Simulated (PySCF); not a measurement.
A geometry optimisation on `N#C[Si@H](N)C[SeH]`.

Method: PBE0-D3(BJ)/def2-SVP geometry optimisation, gas phase (PySCF 2.14.0). Start geometry: GFN2-xTB. The input is one job of a driver script: a line of settings, then coordinates in Å.

Command:
```bash
OMP_NUM_THREADS=1 python probes_run.py task.json out
```

Input:
```
{"job": {"xc": "PBE0", "basis": "def2-SVP", "d3": "d3bj", "grid": 1, "shake": 0.01, "kind": "geom"}, "charge": 0, "multiplicity": 1}
N     -2.357130    -1.841360    -1.611100
C     -1.710940    -1.172590    -0.955370
Si    -0.655790    -0.122710     0.157270
N     -0.773130     1.487800    -0.402750
C      1.175530    -0.618230    -0.150390
Se     2.429390     0.511460     0.883870
H     -1.007640    -0.446290     1.550250
H     -1.694880     1.930770    -0.457910
H     -0.090700     2.167980    -0.171880
H      1.461670    -0.459040    -1.169570
H      1.377200    -1.651870     0.125620
H      1.886110     0.185790     2.192940
```

Question: Estimate the output.

Answer: 
```
step   0  E = -2879.24690508  max force = 0.035054
step   1  E = -2879.25113666  max force = 0.010859
step   2  E = -2879.25193740  max force = 0.004148
step   3  E = -2879.25212360  max force = 0.001248
step   4  E = -2879.25216188  max force = 0.000958
step   5  E = -2879.25220451  max force = 0.000802
step   6  E = -2879.25222451  max force = 0.000554
step   7  E = -2879.25223617  max force = 0.000243
optimisation converged
```

Energies in Eh; «max force» is the largest Cartesian gradient component in Eh/bohr.

Question: How much energy does the optimisation release, in kcal/mol?

Answer: E(step 0) − E(last step) = 0.005331 Eh, which is 3.3 kcal/mol.

Question: Give the first gradient maximum in eV/Å.

Answer: With 1 Eh/bohr = 51.422 eV/Å, 1.803 eV/Å.

In short: final energy -2879.25224 Eh after 7 steps; dipole 3.54 D.

Question: Give the final coordinates.

Answer: 0.052 Å rms from the input after alignment:
```
atom  x, y, z in Å
N1    -2.0304   -2.0902   -1.7602
C2    -1.4876   -1.3431   -1.0583
Si3   -0.5804   -0.1669    0.0757
N4    -0.8652    1.4089   -0.5380
C5     1.2540   -0.5311    0.0091
Se6    2.2275    0.7905    1.0835
H7    -1.0828   -0.4878    1.4473
H8    -1.8049    1.7204   -0.7551
H9    -0.2872    2.1647   -0.1829
H10    1.6206   -0.3919   -1.0195
H11    1.5146   -1.5488    0.3326
H12    1.5578    0.4468    2.3496
```

Question: How long does this job take on Arm Neoverse V1, one thread, no GPU (shared host)? And the peak memory of the process?

Answer: About 75 s, with 0.54 GiB resident at the peak, the Python interpreter and its libraries included.
Labels such as C1 count atoms from 1, the log's own numbers from 0.
